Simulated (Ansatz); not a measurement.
Molecular dynamics of ClGaH₃O₂

input.yaml

```yaml
crystal:
  periodic: [false, false, false]
  atoms:
    - { symbol: Ga, position_ang: [0.062058, -0.190179, -0.290778] }
    - { symbol: H, position_ang: [0.002332, 0.147247, 2.689608] }
    - { symbol: O, position_ang: [1.602537, -0.042787, -1.187378] }
    - { symbol: H, position_ang: [2.069042, -0.845256, -1.415761] }
    - { symbol: O, position_ang: [-1.430731, -0.490251, -1.232451] }
    - { symbol: H, position_ang: [-2.244322, -0.52193, -0.73199] }
    - { symbol: Cl, position_ang: [-0.270716, 0.144555, 3.952349] }
magnetization:
  spin_polarized: true
  initial_magnetization: 1
basis:
  gaussian: { orbitals: def2-mTZVP }
hamiltonian:
  xc: { name: BHLYP }
md:
  timestep: 0.5
  n_steps: 200
  ensemble: nve
  temperature: 100.0
  initial_velocities: maxwell_boltzmann
  seed: 4704
```

Run as:

```bash
$ ansatz run input.yaml --threads 4 --pin off --max-ram 5120MiB --backend cpu --events-out ev --progress --plain --runs-dir out
```

It starts at the highest image of a converged band, a first-order saddle point between two minima.

Output, in part (one step line in 4, the closing report, with atoms numbered from 0):

```
md step     0: t =     0.00 fs  T =   100.0 K  F+E_penalty+E_count = -69043.02310700 eV  E_kin = 0.064630 eV  conserved = -69042.95847700 eV  (35 SCF iters)
md step     4: t =     2.00 fs  T =    80.1 K  F+E_penalty+E_count = -69043.00980711 eV  E_kin = 0.051772 eV  conserved = -69042.95803538 eV  (31 SCF iters)
md step     8: t =     4.00 fs  T =    95.8 K  F+E_penalty+E_count = -69043.02034849 eV  E_kin = 0.061910 eV  conserved = -69042.95843824 eV  (31 SCF iters)
md step    12: t =     6.00 fs  T =    75.5 K  F+E_penalty+E_count = -69043.00680304 eV  E_kin = 0.048770 eV  conserved = -69042.95803322 eV  (33 SCF iters)
md step    16: t =     8.00 fs  T =    87.4 K  F+E_penalty+E_count = -69043.01492935 eV  E_kin = 0.056491 eV  conserved = -69042.95843802 eV  (31 SCF iters)
md step    20: t =    10.00 fs  T =    70.0 K  F+E_penalty+E_count = -69043.00329436 eV  E_kin = 0.045233 eV  conserved = -69042.95806086 eV  (33 SCF iters)
md step    24: t =    12.00 fs  T =    85.0 K  F+E_penalty+E_count = -69043.01332752 eV  E_kin = 0.054956 eV  conserved = -69042.95837192 eV  (32 SCF iters)
md step    28: t =    14.00 fs  T =    75.4 K  F+E_penalty+E_count = -69043.00680512 eV  E_kin = 0.048718 eV  conserved = -69042.95808679 eV  (31 SCF iters)
md step    32: t =    16.00 fs  T =    93.7 K  F+E_penalty+E_count = -69043.01896810 eV  E_kin = 0.060578 eV  conserved = -69042.95839044 eV  (31 SCF iters)
md step    36: t =    18.00 fs  T =    91.1 K  F+E_penalty+E_count = -69043.01702958 eV  E_kin = 0.058895 eV  conserved = -69042.95813427 eV  (31 SCF iters)
md step    40: t =    20.00 fs  T =   105.2 K  F+E_penalty+E_count = -69043.02630295 eV  E_kin = 0.068023 eV  conserved = -69042.95828025 eV  (31 SCF iters)
md step    44: t =    22.00 fs  T =   109.7 K  F+E_penalty+E_count = -69043.02909225 eV  E_kin = 0.070869 eV  conserved = -69042.95822354 eV  (32 SCF iters)
md step    48: t =    24.00 fs  T =   118.1 K  F+E_penalty+E_count = -69043.03465359 eV  E_kin = 0.076350 eV  conserved = -69042.95830388 eV  (33 SCF iters)
md step    52: t =    26.00 fs  T =   118.6 K  F+E_penalty+E_count = -69043.03487133 eV  E_kin = 0.076655 eV  conserved = -69042.95821591 eV  (33 SCF iters)
md step    56: t =    28.00 fs  T =   120.8 K  F+E_penalty+E_count = -69043.03625975 eV  E_kin = 0.078056 eV  conserved = -69042.95820329 eV  (32 SCF iters)
md step    60: t =    30.00 fs  T =   127.3 K  F+E_penalty+E_count = -69043.04058205 eV  E_kin = 0.082264 eV  conserved = -69042.95831798 eV  (32 SCF iters)
md step    64: t =    32.00 fs  T =   127.6 K  F+E_penalty+E_count = -69043.04063534 eV  E_kin = 0.082470 eV  conserved = -69042.95816561 eV  (32 SCF iters)
md step    68: t =    34.00 fs  T =   146.9 K  F+E_penalty+E_count = -69043.05325358 eV  E_kin = 0.094940 eV  conserved = -69042.95831327 eV  (33 SCF iters)
md step    72: t =    36.00 fs  T =   153.7 K  F+E_penalty+E_count = -69043.05740809 eV  E_kin = 0.099306 eV  conserved = -69042.95810186 eV  (32 SCF iters)
md step    76: t =    38.00 fs  T =   187.2 K  F+E_penalty+E_count = -69043.07937729 eV  E_kin = 0.120960 eV  conserved = -69042.95841690 eV  (33 SCF iters)
md step    80: t =    40.00 fs  T =   197.1 K  F+E_penalty+E_count = -69043.08548008 eV  E_kin = 0.127382 eV  conserved = -69042.95809821 eV  (32 SCF iters)
md step    84: t =    42.00 fs  T =   230.9 K  F+E_penalty+E_count = -69043.10766236 eV  E_kin = 0.149255 eV  conserved = -69042.95840755 eV  (38 SCF iters)
md step    88: t =    44.00 fs  T =   234.0 K  F+E_penalty+E_count = -69043.10931585 eV  E_kin = 0.151234 eV  conserved = -69042.95808221 eV  (31 SCF iters)
md step    92: t =    46.00 fs  T =   263.2 K  F+E_penalty+E_count = -69043.12860194 eV  E_kin = 0.170107 eV  conserved = -69042.95849461 eV  (39 SCF iters)
md step    96: t =    48.00 fs  T =   250.1 K  F+E_penalty+E_count = -69043.11965623 eV  E_kin = 0.161626 eV  conserved = -69042.95802995 eV  (31 SCF iters)
md step   100: t =    50.00 fs  T =   270.6 K  F+E_penalty+E_count = -69043.13333822 eV  E_kin = 0.174858 eV  conserved = -69042.95847982 eV  (38 SCF iters)
md step   104: t =    52.00 fs  T =   248.3 K  F+E_penalty+E_count = -69043.11854956 eV  E_kin = 0.160492 eV  conserved = -69042.95805720 eV  (33 SCF iters)
md step   108: t =    54.00 fs  T =   257.2 K  F+E_penalty+E_count = -69043.12470922 eV  E_kin = 0.166233 eV  conserved = -69042.95847595 eV  (37 SCF iters)
md step   112: t =    56.00 fs  T =   226.3 K  F+E_penalty+E_count = -69043.10425914 eV  E_kin = 0.146227 eV  conserved = -69042.95803242 eV  (31 SCF iters)
md step   116: t =    58.00 fs  T =   227.1 K  F+E_penalty+E_count = -69043.10523275 eV  E_kin = 0.146749 eV  conserved = -69042.95848381 eV  (37 SCF iters)
md step   120: t =    60.00 fs  T =   187.9 K  F+E_penalty+E_count = -69043.07949882 eV  E_kin = 0.121450 eV  conserved = -69042.95804886 eV  (31 SCF iters)
md step   124: t =    62.00 fs  T =   183.1 K  F+E_penalty+E_count = -69043.07678596 eV  E_kin = 0.118350 eV  conserved = -69042.95843555 eV  (32 SCF iters)
md step   128: t =    64.00 fs  T =   144.0 K  F+E_penalty+E_count = -69043.05107569 eV  E_kin = 0.093038 eV  conserved = -69042.95803773 eV  (35 SCF iters)
md step   132: t =    66.00 fs  T =   141.6 K  F+E_penalty+E_count = -69043.04991947 eV  E_kin = 0.091491 eV  conserved = -69042.95842827 eV  (33 SCF iters)
md step   136: t =    68.00 fs  T =   114.9 K  F+E_penalty+E_count = -69043.03232487 eV  E_kin = 0.074239 eV  conserved = -69042.95808579 eV  (31 SCF iters)
md step   140: t =    70.00 fs  T =   117.8 K  F+E_penalty+E_count = -69043.03447653 eV  E_kin = 0.076146 eV  conserved = -69042.95833044 eV  (32 SCF iters)
md step   144: t =    72.00 fs  T =   106.1 K  F+E_penalty+E_count = -69043.02667979 eV  E_kin = 0.068543 eV  conserved = -69042.95813719 eV  (32 SCF iters)
md step   148: t =    74.00 fs  T =   114.4 K  F+E_penalty+E_count = -69043.03232899 eV  E_kin = 0.073956 eV  conserved = -69042.95837295 eV  (32 SCF iters)
md step   152: t =    76.00 fs  T =   104.5 K  F+E_penalty+E_count = -69043.02571018 eV  E_kin = 0.067552 eV  conserved = -69042.95815856 eV  (31 SCF iters)
md step   156: t =    78.00 fs  T =   107.5 K  F+E_penalty+E_count = -69043.02776133 eV  E_kin = 0.069493 eV  conserved = -69042.95826872 eV  (32 SCF iters)
md step   160: t =    80.00 fs  T =   101.4 K  F+E_penalty+E_count = -69043.02379674 eV  E_kin = 0.065536 eV  conserved = -69042.95826033 eV  (31 SCF iters)
md step   164: t =    82.00 fs  T =    93.7 K  F+E_penalty+E_count = -69043.01882889 eV  E_kin = 0.060577 eV  conserved = -69042.95825211 eV  (32 SCF iters)
md step   168: t =    84.00 fs  T =    87.2 K  F+E_penalty+E_count = -69043.01464839 eV  E_kin = 0.056388 eV  conserved = -69042.95826028 eV  (31 SCF iters)
md step   172: t =    86.00 fs  T =    74.4 K  F+E_penalty+E_count = -69043.00627192 eV  E_kin = 0.048115 eV  conserved = -69042.95815653 eV  (36 SCF iters)
md step   176: t =    88.00 fs  T =    76.1 K  F+E_penalty+E_count = -69043.00752373 eV  E_kin = 0.049175 eV  conserved = -69042.95834839 eV  (32 SCF iters)
md step   180: t =    90.00 fs  T =    65.1 K  F+E_penalty+E_count = -69043.00024360 eV  E_kin = 0.042098 eV  conserved = -69042.95814529 eV  (32 SCF iters)
md step   184: t =    92.00 fs  T =    71.7 K  F+E_penalty+E_count = -69043.00463854 eV  E_kin = 0.046307 eV  conserved = -69042.95833113 eV  (32 SCF iters)
md step   188: t =    94.00 fs  T =    61.5 K  F+E_penalty+E_count = -69042.99785865 eV  E_kin = 0.039773 eV  conserved = -69042.95808577 eV  (31 SCF iters)
md step   192: t =    96.00 fs  T =    79.2 K  F+E_penalty+E_count = -69043.00962866 eV  E_kin = 0.051184 eV  conserved = -69042.95844482 eV  (31 SCF iters)
md step   196: t =    98.00 fs  T =    64.7 K  F+E_penalty+E_count = -69042.99987610 eV  E_kin = 0.041833 eV  conserved = -69042.95804334 eV  (31 SCF iters)
md step   200: t =   100.00 fs  T =    82.4 K  F+E_penalty+E_count = -69043.01166717 eV  E_kin = 0.053239 eV  conserved = -69042.95842807 eV  (36 SCF iters)
Total energy: -69043.01185970 eV, -2537.2838868098 hartree
Atom 0 at     0.110927    -0.154333    -0.361989 Å, force     0.008512     0.037751    -0.058277 eV/Å
Atom 1 at     0.419922     0.821814     3.383442 Å, force    -0.079248    -0.083094     0.090342 eV/Å
Atom 2 at     1.573191    -0.258533    -1.396953 Å, force    -0.044583    -0.016115    -0.047888 eV/Å
Atom 3 at     1.934369     0.532698    -1.791039 Å, force    -0.000309     0.013077     0.065977 eV/Å
Atom 4 at    -1.456657    -0.495769    -1.168548 Å, force    -0.186129    -0.151460     0.246873 eV/Å
Atom 5 at    -2.197009    -0.677352    -0.583241 Å, force     0.221926     0.120934    -0.207012 eV/Å
Atom 6 at    -0.351276     0.119970     4.144862 Å, force     0.079831     0.078907    -0.090016 eV/Å
Dipole moment:     0.058746     0.419781     0.218482 e Å
```

The run went to its last step. The conserved energy stayed within 0.07 meV per atom of its start (net change 0.007 meV per atom), so the integration is sound. A run of 0.1 ps of so small a system gives no equilibrium averages.

The same pairs are bonded in the first frame and the last. Pairs count as bonded within 1.25 times the sum of covalent radii (0.12 Å more for H–H).

Last frame:

```xyz
7
Properties=species:S:1:pos:R:3
Ga 0.111 -0.154 -0.362
H 0.420 0.822 3.383
O 1.573 -0.259 -1.397
H 1.934 0.533 -1.791
O -1.457 -0.496 -1.169
H -2.197 -0.677 -0.583
Cl -0.351 0.120 4.145
```

Time of the run: 8.5 min on 4 threads of Arm Neoverse V2, with other jobs on the host, peak memory 0.37 GiB.
